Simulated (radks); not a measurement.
Q: All-electron atom: the strontium ion Sr3+ in [Ar] 3d10 4s2 4p5 (the NIST ground configuration). Method: Dirac Kohn-Sham, PBE, spin-unpolarised, spherical densities, point nucleus; open shells fill j = l - 1/2 first; computed with a radial shooting solver on a logarithmic mesh with Libxc functionals.

Spin-orbit splittings of the eigenvalues, e(l+1/2) - e(l-1/2), with zeta = 2 splitting/(2l+1) and mean radii in bohr:

| shell | occ. | splitting (eV) | zeta (eV) | <r> j=l-1/2 | <r> j=l+1/2 |
|---|---|---|---|---|---|
| 2p | 6 | ? | ? | 0.1475 | 0.1516 |
| 3p | 6 | 10.50 | 6.999 | 0.4911 | 0.5015 |
| 3d | 10 | 1.834 | 0.7337 | 0.4953 | 0.4990 |
| 4p | 5 | 1.287 | 0.8583 | 1.474 | 1.501 |

Estimate the 2p splitting.

A: 68.42 eV (zeta = 45.61 eV).
